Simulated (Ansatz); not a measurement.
Gas-phase electronic energies from Ansatz, PBE0-D4/def2-TZVP geometries. CBS: MP2 limit from def2 TZ/QZ plus the TZ coupled-cluster correction, frozen cores. This one scheme is used for every species. Functionals use def2-TZVPP. One conformer a species, not always the lowest.

Consider the formal hydrolysis of a C–C bond: `COC(=O)C(F)(F)C(F)(F)F` + H₂O → `COC(=O)O` + `FC(F)C(F)(F)F`.

Task: Is it downhill or uphill in electronic energy at CCSD(T)/CBS, and by how much? (Best estimate.)

Result: Ansatz gave: Downhill: ΔE = -40.2 kJ/mol.

Task: What do these levels give: PBE-D4, revPBE-D4, B97M-V, PBE0, HF/def2-TZVPP, MP2/def2-TZVPP? (Best estimate.)

Result: The calculation gave: PBE-D4 -46.7, revPBE-D4 -42.7, B97M-V -49.0, PBE0 -58.3, HF/def2-TZVPP -78.1, MP2/def2-TZVPP -41.8 kJ/mol.

Largest T1 diagnostic among the species: 0.014.

The D4 term adds +10.4 kJ/mol with B3LYP and +6.3 kJ/mol with PBE0; it sums over pairs of atoms, weighted by their polarisabilities, and B3LYP, whose exchange is more repulsive, gets the larger term. From PBE to PBE0 (25 % exact exchange), in def2-TZVPP and without D4, ΔE moves by −4.7 kJ/mol.

B3LYP here is the variant with VWN-RPA as its local correlation; programs differ in this.
